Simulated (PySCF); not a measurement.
**Electronic structure of Si (silicon, neutral) at the UHF level**

Configuration: [Ne] 3s2 3p2, high-spin 3P determinant. All numbers are calculated (PySCF 2.14, no relativity, point nucleus, in 6-31G* (4s3p1d, 18 functions)).

```json
{
 "Total energy": "-288.831013 hartree",
 "One-electron energy": "-400.6084 hartree",
 "Hartree (Coulomb) energy": "132.0853 hartree",
 "Exchange energy": "-20.3080 hartree",
 "Kinetic energy": "288.92099 hartree",
 "⟨S²⟩": "2.0060",
 "⟨L²⟩": "2.018",
 "Sum of ⟨r⟩": "14.44 bohr",
 "Sum of ⟨r²⟩": "31.87 bohr²",
 "Traceless quadrupole moment −½Σ⟨3z² − r²⟩ along its main axis": "3.50 e·bohr²",
 "Density at the nucleus (Gaussians lack the cusp)": "1660 bohr⁻³",
 "Spin density at the nucleus": "-0.00826 bohr⁻³",
 "Langevin diamagnetic susceptibility": "-25.2 ×10⁻⁶ cm³/mol",
 "Time after the integrals": "0.07 s of wall time on 1 thread of Neoverse-V1 (shared host)"
}
```

```json
{"shell": "1s α", "electrons": "1", "mean orbital energy (hartree)": "-68.79687", "spread (hartree)": "0", "rms radius, mean of both spins (bohr)": "0.129"}
{"shell": "1s β", "electrons": "1", "mean orbital energy (hartree)": "-68.78762", "spread (hartree)": "0", "rms radius, mean of both spins (bohr)": "0.129"}
{"shell": "2s α", "electrons": "1", "mean orbital energy (hartree)": "-6.15518", "spread (hartree)": "0", "rms radius, mean of both spins (bohr)": "0.614"}
{"shell": "2s β", "electrons": "1", "mean orbital energy (hartree)": "-6.14423", "spread (hartree)": "0", "rms radius, mean of both spins (bohr)": "0.614"}
{"shell": "2p α", "electrons": "3", "mean orbital energy (hartree)": "-4.25883", "spread (hartree)": "0.00894", "rms radius, mean of both spins (bohr)": "0.599"}
{"shell": "2p β", "electrons": "3", "mean orbital energy (hartree)": "-4.23938", "spread (hartree)": "0.01349", "rms radius, mean of both spins (bohr)": "0.599"}
{"shell": "3s α", "electrons": "1", "mean orbital energy (hartree)": "-0.61746", "spread (hartree)": "0", "rms radius, mean of both spins (bohr)": "2.39"}
{"shell": "3s β", "electrons": "1", "mean orbital energy (hartree)": "-0.46024", "spread (hartree)": "0", "rms radius, mean of both spins (bohr)": "2.39"}
{"shell": "3p α", "electrons": "2", "mean orbital energy (hartree)": "-0.29870", "spread (hartree)": "0", "rms radius, mean of both spins (bohr)": "2.96"}
```
